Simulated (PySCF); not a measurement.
## How methods differ on the ionisation energy of Ni²⁴⁺

Ni²⁴⁺ [He] 2s2 → Ni²⁵⁺ [He] 2s1 [2s1/2^1, M_J = 1/2], as a difference of total energies. All numbers are calculated (PySCF 2.14, the two-component X2C-1e Hamiltonian, in an even-tempered Gaussian basis (17 s from 7.2 bohr⁻², ratio 2.4; 11 p from 9.4 bohr⁻², ratio 2.4; 5 d from 30 bohr⁻², ratio 2.6; 4 f from 45 bohr⁻², ratio 2.6)). Correlated levels: nothing frozen; the 34 highest virtual spinors dropped. "Screened" scales the spin-orbit matrix elements by Boettger's factors to mimic the two-electron term; Breit and QED terms are absent.

```tsv
method	ionisation energy (eV)
GHF (screened spin-orbit)	2289.4
GMP2 (screened spin-orbit)	2294.2
```

Problem. How much does correlation contribute at GMP2 (screened spin-orbit)?

Solution. 2294.2 − (2289.4) = 4.8 eV, measured against GHF (screened spin-orbit).

For comparison: 2295.6 ± 2.1 eV (semi-empirical (NIST evaluation); NIST Atomic Spectra Database, ionization energies).
